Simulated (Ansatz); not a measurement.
CH6AlClGe (`[CH3][GeH2][AlH][Cl]`), relaxed with RKS PBE0-D4/def2-TZVP in Ansatz 0.2.0 from a PBE-D4/def2-SVP geometry. The force threshold is 0.005 eV/Å; the program also tests the step.

Charge 0, multiplicity 1.

Start:

```xyz
10

C    -0.289   -1.234   -1.025
Ge    0.418   -0.469    0.656
Al   -0.003    1.969    0.779
Cl   -0.858    2.849   -0.967
H    -0.049   -2.313   -1.090
H    -1.388   -1.105   -1.065
H     0.155   -0.710   -1.893
H     1.949   -0.756    0.747
H    -0.222   -1.208    1.871
H     0.285    2.976    1.987
```

```tsv
step	energy (eV)	largest force (eV/Å)	largest move (Å)
1	-76760.0575	0.537	0.000
2	-76760.0830	0.151	0.029
3	-76760.0846	0.023	0.019
4	-76760.0851	0.009	0.011
5	-76760.0851	0.005	0.007
6	-76760.0853	0.010	0.026
7	-76760.0853	0.004	0.007
```

End:

```xyz
10

C    -0.284   -1.247   -1.024
Ge    0.408   -0.456    0.632
Al   -0.008    1.975    0.775
Cl   -0.864    2.882   -0.925
H    -0.061   -2.314   -1.053
H    -1.364   -1.109   -1.084
H     0.173   -0.766   -1.889
H     1.927   -0.728    0.728
H    -0.224   -1.176    1.846
H     0.296    2.939    1.992
```

Hardware: 4 threads of an Intel Xeon Platinum 8259CL on a shared host. Wall time 30 s, peak host memory 0.6 GiB.
